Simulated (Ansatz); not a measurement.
`[CH3][GeH]([CH3])[Cl]`. Charge 0, multiplicity 1.

```json
{"atom": "C1", "x (Å)": "1.003", "y (Å)": "1.117", "z (Å)": "-0.726"}
{"atom": "Ge2", "x (Å)": "0.226", "y (Å)": "-0.602", "z (Å)": "-0.261"}
{"atom": "C3", "x (Å)": "-1.366", "y (Å)": "-0.452", "z (Å)": "0.842"}
{"atom": "Cl4", "x (Å)": "1.709", "y (Å)": "-1.658", "z (Å)": "0.924"}
{"atom": "H5", "x (Å)": "1.223", "y (Å)": "1.680", "z (Å)": "0.182"}
{"atom": "H6", "x (Å)": "0.305", "y (Å)": "1.690", "z (Å)": "-1.338"}
{"atom": "H7", "x (Å)": "1.928", "y (Å)": "0.972", "z (Å)": "-1.284"}
{"atom": "H8", "x (Å)": "-0.012", "y (Å)": "-1.483", "z (Å)": "-1.501"}
{"atom": "H9", "x (Å)": "-1.139", "y (Å)": "0.119", "z (Å)": "1.743"}
{"atom": "H10", "x (Å)": "-2.158", "y (Å)": "0.059", "z (Å)": "0.289"}
{"atom": "H11", "x (Å)": "-1.718", "y (Å)": "-1.442", "z (Å)": "1.130"}
```

Question: What are the harmonic wavenumbers in cm⁻¹ at PBE0-D4/def2-TZVP (Ansatz, finite differences of forces, unscaled)? (Best estimate.)

Answer: The calculation gave: 123, 132, 159, 166, 185, 407, 599, 614, 633, 676, 762, 846, 855, 860, 1262, 1268, 1445, 1449, 1451, 1460, 2145, 3063, 3064, 3153, 3153, 3166, 3166.

Question: Is this a minimum?

Answer: Yes, all 27 modes are real.

Question: Give the ideal-gas thermochemistry at 298.15 K and 1 bar (rigid rotor, harmonic oscillator; point group Cs, symmetry number 1).

Answer: Zero-point energy 216.9 kJ/mol; H(298) − E = 238.4 kJ/mol; entropy 352.8 J/(mol·K), of which translation 170.4, rotation 112.5, vibration 69.9; G(298) − E = 133.2 kJ/mol.
